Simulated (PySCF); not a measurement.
Mayer bond orders and bond lengths

C5H10O3S.
Numbering: `[CH3:1][O:2][C@@H:3]1[CH2:4][CH2:5][S:6](=[O:7])(=[O:8])[CH2:9]1` (hydrogens: H10, H11, H12 on C1; H13 on C3; H14, H15 on C4; H16, H17 on C5; H18, H19 on C9)

Structure used (GFN2-xTB), in Å, numbered top down from 1:
```xyz
19
C5H10O3S angstrom
C      1.801    1.839    0.180
O      1.208    0.686   -0.366
C      0.537   -0.136    0.563
C      0.341   -1.502   -0.116
C     -0.643   -1.291   -1.242
S     -1.921   -0.281   -0.423
O     -2.909   -1.142    0.170
O     -2.395    0.771   -1.276
C     -0.852    0.387    0.910
H      2.542    1.576    0.944
H      2.296    2.342   -0.648
H      1.062    2.515    0.621
H      1.152   -0.243    1.472
H     -0.067   -2.208    0.608
H      1.301   -1.869   -0.479
H     -1.095   -2.205   -1.611
H     -0.224   -0.697   -2.047
H     -1.222   -0.001    1.852
H     -0.922    1.469    0.881
```

Bond orders from the PBE0/pcSseg-1 density (PySCF). Geometry: GFN2-xTB, one conformer, isolated molecule.

Where do the orders between heavy atoms depart from those drawn in the SMILES?

The largest departure is 0.287, at S6–O7 (drawn double, 1.713). Drawn single, order below 0.88: C5–S6 (0.857) and S6–C9 (0.835).

Give the Mayer order of every bond, beside its length.

| bond | drawn as | length (Å) | Mayer order |
| --- | --- | --- | --- |
| C1–O2 | single | 1.406 | 0.929 |
| O2–C3 | single | 1.411 | 0.897 |
| C3–C4 | single | 1.538 | 1.024 |
| C4–C5 | single | 1.511 | 1.001 |
| C5–S6 | single | 1.824 | 0.857 |
| S6–O7 | double | 1.438 | 1.713 |
| S6–O8 | double | 1.435 | 1.750 |
| S6–C9 | single | 1.834 | 0.835 |
| C9–C3 | single | 1.524 | 0.982 |
| C1–H10 | single | 1.097 | 0.959 |
| C1–H11 | single | 1.088 | 0.973 |
| C1–H12 | single | 1.095 | 0.954 |
| C3–H13 | single | 1.103 | 0.941 |
| C4–H14 | single | 1.090 | 0.939 |
| C4–H15 | single | 1.090 | 0.943 |
| C5–H16 | single | 1.084 | 0.931 |
| C5–H17 | single | 1.084 | 0.919 |
| C9–H18 | single | 1.085 | 0.922 |
| C9–H19 | single | 1.084 | 0.922 |

Bonds between the same two heavy elements. C–O: lowest O2–C3 (0.897, 1.411 Å), highest C1–O2 (0.929, 1.406 Å). C–C: lowest C9–C3 (0.982, 1.524 Å), highest C3–C4 (1.024, 1.538 Å); in 2 of the 3 pairs the longer bond (by over 0.003 Å) has the higher order (by 0.02 or more). C–S: lowest S6–C9 (0.835, 1.834 Å), highest C5–S6 (0.857, 1.824 Å). O–S: lowest S6–O7 (1.713, 1.438 Å), highest S6–O8 (1.750, 1.435 Å).

Sum the orders of all bonds at each heavy atom with more than one neighbour and set the sums beside the valence in the SMILES.

C1 3.815 (drawn 4), O2 1.826 (drawn 2), C3 3.844 (drawn 4), C4 3.907 (drawn 4), C5 3.708 (drawn 4), S6 5.155 (drawn 6), C9 3.661 (drawn 4). Orders between atoms that aren't bonded are not in these sums.

The Mayer order sums products of elements of PS (density times overlap matrix) between the two atoms' basis functions, so it depends on the basis set.
